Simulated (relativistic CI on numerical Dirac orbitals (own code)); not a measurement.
**Crystal-field levels of Nb+, 4d4**

Calculated by Dirac-Coulomb-Breit CI, KLI orbitals optimised for each configuration, model QED (radiative potential, 1s self-energy scaled to tabulated hydrogen-like ionisation energies), valence Slater integrals scaled by 0.65, one configuration in a parametric crystal field (own radial code).

Field parameters in Wybourne normalisation: Oh B⁴₀ = 21Dq, B⁴₄ = √(5/14) B⁴₀. The field is a parameter set, without covalency.

S is read from ⟨S²⟩ = S(S + 1).

Levels (cm⁻¹, degeneracy): 0 (1), 229 (3), 583 (2), 584 (3), 5226 (3), 5788 (2), 7735 (1), 7741 (3), 7747 (2), 7753 (3), 7759 (1), 11176 (1).

Which field gives this pattern?
A. Oh, 10Dq = 31000 cm⁻¹
B. Oh, 10Dq = 19950 cm⁻¹
C. Oh, 10Dq = 8950 cm⁻¹
D. Oh, 10Dq = 17200 cm⁻¹

D. Oh, 10Dq = 17200 cm⁻¹, ground level with S = 1.00.
